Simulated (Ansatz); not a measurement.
Cost and result up the ladder for Ta2O7H4 (relaxed from a model of H4Ta2O7, whose bonding it doesn't keep) (13 atoms). Charge 0, multiplicity 1. Geometry: PBE-D4/def2-SVP.

Cartesian coordinates in Å:
```
O 2.451 0.542 -1.295
Ta 1.615 1.009 0.161
O 2.763 0.640 1.657
O 1.238 2.890 0.060
O -0.011 -0.035 0.264
Ta -1.613 -0.997 -0.242
O -2.345 -0.139 -1.570
O -1.206 -2.780 -0.828
O -2.872 -1.044 1.209
H 3.655 0.253 1.678
H 1.400 3.520 -0.662
H -1.307 -3.190 -1.704
H -3.767 -0.668 1.272
```

Ansatz on 4 threads of Arm Neoverse V1 on a shared host. Times are rough, and most runs start from the orbitals of an earlier one. PBE0-D4/def2-TZVPD serves as the yardstick here, not as an exact answer. Differences are given only for rows in sets of like size (and for xTB, whose basis is part of the method), since another set adds its own error. Binding counts from free atoms at the same level (O triplet, Ta quartet, H doublet; other spins of the atoms weren't run), without zero-point energy or a counterpoise term.

In the def2 sets Ta takes a core potential; there is no spin–orbit coupling. LC-ωPBE has ω = 0.4 bohr⁻¹. Correlated methods freeze 7 core orbitals; core or outer-core shells of Ta are correlated, in sets that lack core-valence functions.

Correlated methods converge slowly with the basis.

| level | functions | wall time | binding energy per atom (eV) | difference from PBE0-D4/def2-TZVPD (eV) |
| --- | --- | --- | --- | --- |
| PBE-D4/def2-SVP | 182 | 2.8 s | 5.35 | – |
| PBE0-D4/def2-SVP | 182 | 4.2 s | 5.04 | – |
| PBE-D4/def2-TZVP | 321 | 4.7 s | 5.33 | 0.28 |
| BLYP-D4/def2-TZVP | 321 | 5.5 s | 5.22 | 0.17 |
| LC-ωPBE/def2-TZVP | 321 | 7 s | 5.11 | 0.06 |
| r2SCAN-D4/def2-TZVP | 321 | 9 s | 5.18 | 0.13 |
| PBE-D4/def2-TZVPD | 402 | 9.5 s | 5.33 | 0.28 |
| LC-ωPBE/def2-TZVPD | 402 | 12 s | 5.12 | 0.06 |
| MP2/def2-TZVP | 321 | 12 s | 5.30 | 0.25 |
| PBE0-D4/def2-TZVP (with forces) | 321 | 14 s | 5.05 | -0.01 |
| PBE0-D4/def2-TZVPD | 402 | 15 s | 5.05 | 0.00 |
